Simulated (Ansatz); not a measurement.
`[SiH3][O][In]([O][SiH3])[O][SiH3]` at its PBE0-D4/def2-TZVP geometry, where that method's forces vanish. Total charge 0; spin multiplicity 1. In: def2 effective core potential.

```xyz
16

Si   -0.1616   -0.4022    3.1316
O    -0.1973   -1.2056    1.7064
In   -0.0298   -0.6907   -0.1703
O    -0.0137   -2.0604   -1.5541
Si    0.0997   -2.0563   -3.1877
O     0.1233    1.1949   -0.6872
Si    0.0696    2.6294    0.0963
H     0.2612   -1.3456    4.1983
H     0.8019    0.7355    3.0804
H    -1.5047    0.1450    3.4662
H    -1.0243   -1.2961   -3.8023
H     1.3776   -1.4362   -3.6361
H     0.0501   -3.4641   -3.6578
H    -0.3643    3.6812   -0.8592
H     1.4075    2.9878    0.6420
H    -0.8952    2.5833    1.2335
```

(1) What forces (eV/Å) does ωB97M-V/def2-TZVPP give on these atoms in the Gaussian-basis code of Ansatz? (Estimate.)

Answers

(1) The calculation gave: 
```
Si1 -0.012  0.068  0.256
O2  -0.001 -0.005 -0.036
In3 -0.001 -0.010  0.001
O4  -0.002  0.004  0.026
Si5  0.015 -0.060 -0.258
O6   0.001 -0.052 -0.008
Si7  0.007  0.261  0.070
H8  -0.049  0.124 -0.124
H9  -0.099 -0.118 -0.010
H10  0.155 -0.060 -0.042
H11  0.127 -0.082  0.076
H12 -0.145 -0.067  0.057
H13  0.007  0.176  0.047
H14  0.051 -0.123  0.124
H15 -0.155 -0.044 -0.061
H16  0.100 -0.012 -0.118
```
